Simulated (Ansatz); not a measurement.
Total energies of CH₈B₂N₂ (`CBNBN`).

```xyz
13

C    -1.2520   -0.8840    1.7042
B    -0.5878   -0.0424    0.5631
N     0.5259   -0.4956   -0.1671
B     1.2430    0.1627   -1.2371
N     0.8838    1.4238   -1.7117
H    -1.2341   -0.3254    2.6469
H    -0.7859   -1.8578    1.8783
H    -2.3133   -1.0480    1.4867
H    -1.0378    1.0408    0.2883
H     0.8841   -1.4060    0.0832
H     2.1804   -0.3965   -1.7340
H     0.1105    1.9525   -1.3460
H     1.3831    1.8759   -2.4547
```

Charge 0, multiplicity 1. Geometry: relaxed with PBE0-D4/def2-TZVP. It is one conformer, not always the lowest. Basis def2-TZVPP, the Gaussian-basis code of Ansatz.

RPA on PBE orbitals: Hartree–Fock energy of these orbitals -200.95956 Eh, correlation -1.34541 Eh (frozen core).

```json
{"functional": "LDA (SPW92)", "kind": "LDA", "energy without D4 (Eh)": "-200.45450", "D4 term (kJ/mol)": "–"}
{"functional": "PBE", "kind": "GGA", "energy without D4 (Eh)": "-202.04450", "D4 term (kJ/mol)": "-20.3"}
{"functional": "revPBE", "kind": "GGA", "energy without D4 (Eh)": "-202.26156", "D4 term (kJ/mol)": "-69.5"}
{"functional": "BLYP", "kind": "GGA", "energy without D4 (Eh)": "-202.23758", "D4 term (kJ/mol)": "-45.5"}
{"functional": "r2SCAN", "kind": "meta-GGA", "energy without D4 (Eh)": "-202.20584", "D4 term (kJ/mol)": "-5.2"}
{"functional": "B97M-V", "kind": "meta-GGA with VV10", "energy without D4 (Eh)": "-202.33593", "D4 term (kJ/mol)": "–"}
{"functional": "PBE0", "kind": "global hybrid, 25 % exact exchange", "energy without D4 (Eh)": "-202.07721", "D4 term (kJ/mol)": "-17.0"}
{"functional": "B3LYP", "kind": "global hybrid, 20 %", "energy without D4 (Eh)": "-202.35178", "D4 term (kJ/mol)": "-32.4"}
{"functional": "r2SCANh", "kind": "meta-GGA hybrid, 10 %", "energy without D4 (Eh)": "-202.19878", "D4 term (kJ/mol)": "-5.5"}
{"functional": "r2SCAN0", "kind": "meta-GGA hybrid, 25 %", "energy without D4 (Eh)": "-202.18910", "D4 term (kJ/mol)": "-6.0"}
{"functional": "HSE06 (plane-wave form)", "kind": "screened hybrid", "energy without D4 (Eh)": "-202.06491", "D4 term (kJ/mol)": "-15.7"}
{"functional": "BHLYP", "kind": "global hybrid, 50 %", "energy without D4 (Eh)": "-202.22065", "D4 term (kJ/mol)": "-22.6"}
{"functional": "CAM-B3LYP", "kind": "range-separated hybrid", "energy without D4 (Eh)": "-202.22715", "D4 term (kJ/mol)": "-17.0"}
{"functional": "LC-ωPBE", "kind": "long-range corrected hybrid", "energy without D4 (Eh)": "-202.19668", "D4 term (kJ/mol)": "–"}
{"functional": "ωB97X-V", "kind": "range-separated hybrid GGA with VV10", "energy without D4 (Eh)": "-202.27236", "D4 term (kJ/mol)": "–"}
{"functional": "ωB97M-V", "kind": "range-separated hybrid meta-GGA with VV10", "energy without D4 (Eh)": "-202.23258", "D4 term (kJ/mol)": "–"}
{"functional": "B2PLYP", "kind": "double hybrid", "energy without D4 (Eh)": "-202.15197", "D4 term (kJ/mol)": "–"}
{"functional": "PBE-QIDH", "kind": "double hybrid", "energy without D4 (Eh)": "-202.05005", "D4 term (kJ/mol)": "–"}
```

B3LYP takes the VWN-RPA correlation (the form of Gaussian; ORCA's B3LYP/G). HSE06 is the plane-wave form, built on full-range PBE exchange. The double hybrids freeze the cores in their second-order part.

LC-ωPBE has ω = 0.4 bohr⁻¹.
